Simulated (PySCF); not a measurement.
Shifts of the heteroatoms

Geometry:
```json
{"atom": "S1", "x (Å)": "1.343", "y (Å)": "0.030", "z (Å)": "-1.140"}
{"atom": "Si2", "x (Å)": "-0.394", "y (Å)": "-0.129", "z (Å)": "0.038"}
{"atom": "Cl3", "x (Å)": "-1.074", "y (Å)": "1.686", "z (Å)": "0.652"}
{"atom": "Cl4", "x (Å)": "-1.789", "y (Å)": "-1.017", "z (Å)": "-1.137"}
{"atom": "Cl5", "x (Å)": "-0.095", "y (Å)": "-1.250", "z (Å)": "1.706"}
{"atom": "H6", "x (Å)": "2.032", "y (Å)": "0.647", "z (Å)": "-0.163"}
```

- shieldings: GIAO B97-2/pcSseg-2
- geometry from PBE0-D3(BJ)/def2-TZVP
- program: PySCF
- no relativistic terms, one conformer, one averaged value for each set of equivalent atoms, isolated molecule

Q: Where does ²⁹Si resonate?

A: 
```csv
atoms,environment,σ (ppm),δ (ppm)
Si2,"silicon bonded to 3 Cl, S",327.5,10.2
```

Shieldings were converted by a linear fit to measured shifts: ²⁹Si (scatter 6.0 ppm rms, 28.9 ppm with the 5 outliers that the fit left out vs TMS, solution or neat liquid). A few per cent of atoms miss by over 2 rms, more outside the fitted compound classes.

On a 600 MHz spectrometer ²⁹Si resonates near 119.2 MHz, so 1 ppm is 119.2 Hz.
